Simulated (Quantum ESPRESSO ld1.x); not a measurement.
Values are calculated unless marked as measured or tabulated.
Task: The aim is neutral nickel in [Ar] 3d8 4s2. What will ld1.x (Quantum ESPRESSO 7.5) do with this input?

```
 &input
    zed=110.0,
    iswitch=1,
    rel=1,
    dft='BLYP',
    config='[Ar] 3d8 4s2',
    prefix='ld1',
    max_out_wfc=37,
    file_charge='ld1.rho',
 /
```

Result: Refused. The program stops in ld1_readin with "wrong nuclear charge zed: 110.00": zed must lie above 0 and at most 103.

Output (excerpt):

```
     Program LD1 v.7.5 starts

 %%%%%%%%%%%%%%%%%%%%%%%%%%%%%%%%%%%%%%%%%%%%%%%%%%%%%%%%%%%%%%%%%%%%%%%%%%%%%%
     Error in routine ld1_readin (1):
     wrong nuclear charge zed: 110.00
 %%%%%%%%%%%%%%%%%%%%%%%%%%%%%%%%%%%%%%%%%%%%%%%%%%%%%%%%%%%%%%%%%%%%%%%%%%%%%%

     stopping ...
```

Run on one thread of a shared host, so times are rough (Intel(R) Xeon(R) Processor @ 2.60GHz): 0.45 s of CPU time, 0.69 s wall, peak memory 26 MiB.
